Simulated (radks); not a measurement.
Effect of the nuclear size on the niobium ion Nb+, [Kr] 4d4. Calculated with a radial shooting solver on a logarithmic mesh with Libxc functionals: Dirac Kohn-Sham, exchange-only LDA, spin-unpolarised, spherical densities, finite nucleus; open shells are shared between the two j in proportion to 2j + 1; Fermi nuclear charge, rms radius 4.324 fm. The rms radius is varied about that value; shifts are against it.

rms radius (fm)  total energy shift (eV)  density at nucleus (e/bohr^3)  1s1/2 shift (meV)  2s1/2 shift (meV)  4s1/2 shift (meV)  5s1/2 (empty) shift (meV)
3.8743                            -0.249                      8.305e+04               -105              -11.2             -0.318                     -0.036
3.9565                            -0.205                      8.287e+04              -86.8              -9.21             -0.263                     -0.029
4.324                                  0                      8.211e+04              0.000              0.000              0.000                      0.000
4.7261                             0.243                      8.137e+04                103               10.9              0.311                      0.035
5.4007                             0.694                      8.025e+04                294               31.2              0.889                      0.099

Slopes of the eigenvalues against <r^2> in GHz/fm^2, as finite differences over the two radii next to the reference (eigenvalue slopes, not the field-shift constants of lines): 1s1/2 6860, 2s1/2 728, 4s1/2 20.8, 5s1/2 (empty) 2.31.
